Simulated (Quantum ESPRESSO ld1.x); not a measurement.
Coherent X-ray form factor from a spherical all-electron density. All-electron calculation, Dirac Kohn-Sham, LDA (Slater exchange, Perdew-Zunger correlation), spin-unpolarised, spherical densities, point nucleus. Program: ld1.x of Quantum ESPRESSO 7.5.

| sin(theta)/lambda (1/angstrom) | f0 (electrons) |
|---|---|
| 0.05 | 30.600 |
| 0.1 | 29.505 |
| 0.15 | 27.961 |
| 0.2 | 26.226 |
| 0.25 | 24.476 |
| 0.3 | 22.794 |
| 0.4 | 19.697 |
| 0.5 | 16.929 |
| 0.6 | 14.494 |
| 0.8 | 10.756 |
| 1 | 8.428 |
| 1.25 | 6.830 |
| 1.5 | 5.919 |
| 2 | 4.608 |

The species is in the configuration that NIST lists as its ground one. Which atom or ion scatters so?

Answer. The arsenic ion As2+, [Ar] 3d10 4s2 4p1. Extrapolating in s^2 from the first two rows gives f0(0) = 31.0, near the electron count 31; among species with that count, the fall with angle is slower the higher Z, and the table is that of Z = 33; from so few rows the species is fixed only to a neighbour or two.
